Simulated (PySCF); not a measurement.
H6InP3, SMILES [PH2][In]([PH2])[PH2].

Coordinates come from a B3LYP-D3(BJ)/def2-SVP optimisation. The def2 effective core potentials stand for the cores of In; spin–orbit coupling is left out. The values are those of a single conformer.

Computed with B3LYP-D3(BJ)/def2-SVP run with PySCF.

Frequencies are harmonic and unscaled.

Computed vibrational spectrum:
| mode | ν (cm⁻¹) | IR (km/mol) | moving atoms (share of kinetic energy) |
|---|---|---|---|
| 1 | 63 | 6.4 | P 78 %, In 15 % |
| 2 | 64 | 5.5 | P 78 %, In 16 % |
| 3 | 74 | 4.9 | P 48 %, In 44 % |
| 4 | 90 | 1.7 | H 98 % |
| 5 | 96 | 1.0 | H 96 % |
| 6 | 101 | 3.1 | H 98 % |
| 7 | 247 | 0.0 | P 95 % |
| 8 | 300 | 22.6 | P 66 %, In 29 % |
| 9 | 301 | 23.1 | P 66 %, In 29 % |
| 10 | 522 | 0.0 | H 93 % |
| 11 | 526 | 0.1 | H 94 % |
| 12 | 565 | 0.2 | H 98 % |
| 13 | 586 | 5.9 | H 90 %, P 9 % |
| 14 | 628 | 7.2 | H 97 % |
| 15 | 630 | 7.1 | H 96 % |
| 16 | 1093 | 13.8 | H 97 % |
| 17 | 1094 | 38.9 | H 97 % |
| 18 | 1099 | 13.6 | H 97 % |
| 19 | 2363 | 25.7 | H 97 % |
| 20 | 2363 | 10.4 | H 97 % |
| 21 | 2365 | 83.4 | H 97 % |
| 22 | 2377 | 5.3 | H 97 % |
| 23 | 2378 | 67.0 | H 97 % |
| 24 | 2379 | 76.1 | H 97 % |
